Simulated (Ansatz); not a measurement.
Geometry optimisation, Ansatz, RKS PBE-D4/6-31G*.

The input (input.yaml):

```yaml
crystal:
  periodic: [false, false, false]
  atoms:
    - { symbol: Al, position_ang: [-0.431578, 0.150132, -1.029243] }
    - { symbol: C, position_ang: [1.016359, 0.346356, 0.280266] }
    - { symbol: F, position_ang: [-0.52715, -1.160009, -2.056554] }
    - { symbol: F, position_ang: [-1.596762, 1.322996, -1.247434] }
    - { symbol: H, position_ang: [-0.892134, -0.764971, 1.16907] }
    - { symbol: H, position_ang: [-1.513686, -1.067428, 1.272267] }
    - { symbol: H, position_ang: [0.689483, 0.93526, 1.153293] }
    - { symbol: H, position_ang: [1.878224, 0.874201, -0.16787] }
    - { symbol: H, position_ang: [1.377245, -0.636538, 0.626107] }
basis:
  gaussian: { orbitals: "6-31G*" }
hamiltonian:
  xc: pbe
  dispersion: d4
relax:
  f_tol: 0.03
  max_steps: 50
output:
  orbitals: {}
```

Command:

```bash
$ ansatz run input.yaml --threads 2 --pin off --max-ram 3072MiB --backend cpu --events-out ev --progress --plain --runs-dir out
```

Task: Where does it end, and by what steps?

Result: The forces met the threshold. The force dipped under the threshold on the way, but the program's further checks kept it going. After 28 steps the energy has fallen by 0.150 eV; H5 moved furthest, 0.67 Å.

```json
{"step": "0", "energy less start (eV)": "0.0000", "largest force component (eV/Å)": "2.100", "accepted": "yes"}
{"step": "1", "energy less start (eV)": "-0.1068", "largest force component (eV/Å)": "0.153", "accepted": "yes"}
{"step": "2", "energy less start (eV)": "-0.1182", "largest force component (eV/Å)": "0.203", "accepted": "yes"}
{"step": "3", "energy less start (eV)": "-0.1154", "largest force component (eV/Å)": "0.188", "accepted": "no"}
{"step": "4", "energy less start (eV)": "-0.1218", "largest force component (eV/Å)": "0.069", "accepted": "yes"}
{"step": "5", "energy less start (eV)": "-0.1262", "largest force component (eV/Å)": "0.060", "accepted": "yes"}
{"step": "6", "energy less start (eV)": "-0.1299", "largest force component (eV/Å)": "0.032", "accepted": "yes"}
{"step": "7", "energy less start (eV)": "-0.1266", "largest force component (eV/Å)": "0.504", "accepted": "no"}
{"step": "8", "energy less start (eV)": "-0.1324", "largest force component (eV/Å)": "0.047", "accepted": "yes"}
{"step": "9", "energy less start (eV)": "-0.1323", "largest force component (eV/Å)": "0.164", "accepted": "no"}
{"step": "10", "energy less start (eV)": "-0.1328", "largest force component (eV/Å)": "0.029", "accepted": "yes"}
{"step": "11", "energy less start (eV)": "-0.1329", "largest force component (eV/Å)": "0.019", "accepted": "yes"}
{"step": "12", "energy less start (eV)": "-0.1329", "largest force component (eV/Å)": "0.011", "accepted": "yes"}
{"step": "13", "energy less start (eV)": "-0.1330", "largest force component (eV/Å)": "0.004", "accepted": "yes"}
{"step": "14", "energy less start (eV)": "-0.1330", "largest force component (eV/Å)": "0.002", "accepted": "yes"}
{"step": "15", "energy less start (eV)": "-0.1330", "largest force component (eV/Å)": "0.126", "accepted": "no"}
{"step": "16", "energy less start (eV)": "-0.1331", "largest force component (eV/Å)": "0.043", "accepted": "yes"}
{"step": "17", "energy less start (eV)": "-0.1321", "largest force component (eV/Å)": "0.282", "accepted": "no"}
{"step": "18", "energy less start (eV)": "-0.1332", "largest force component (eV/Å)": "0.041", "accepted": "yes"}
{"step": "19", "energy less start (eV)": "-0.1336", "largest force component (eV/Å)": "0.116", "accepted": "yes"}
{"step": "20", "energy less start (eV)": "-0.1328", "largest force component (eV/Å)": "0.313", "accepted": "no"}
{"step": "21", "energy less start (eV)": "-0.1346", "largest force component (eV/Å)": "0.089", "accepted": "yes"}
{"step": "22", "energy less start (eV)": "-0.1357", "largest force component (eV/Å)": "0.080", "accepted": "yes"}
{"step": "23", "energy less start (eV)": "-0.1369", "largest force component (eV/Å)": "0.163", "accepted": "yes"}
{"step": "24", "energy less start (eV)": "-0.1376", "largest force component (eV/Å)": "0.330", "accepted": "yes"}
{"step": "25", "energy less start (eV)": "-0.1413", "largest force component (eV/Å)": "0.346", "accepted": "yes"}
{"step": "26", "energy less start (eV)": "-0.1468", "largest force component (eV/Å)": "0.147", "accepted": "yes"}
{"step": "27", "energy less start (eV)": "-0.1489", "largest force component (eV/Å)": "0.059", "accepted": "yes"}
{"step": "28", "energy less start (eV)": "-0.1495", "largest force component (eV/Å)": "0.021", "accepted": "yes"}
```

```xyz
9
Properties=species:S:1:pos:R:3
Al -0.417 0.152 -0.814
C 1.202 0.456 0.222
F -0.703 -1.275 -1.637
F -1.550 1.355 -1.049
H -1.549 -0.857 1.257
H -1.583 -1.396 0.729
H 1.007 1.133 1.071
H 1.988 0.922 -0.397
H 1.606 -0.491 0.617
```

Whether the end is a true minimum wasn't checked by a vibrational analysis.

The run took 24 s on 2 threads of Intel(R) Xeon(R) Platinum 8488C (Sapphire Rapids), on a shared host, peak memory 0.17 GiB.
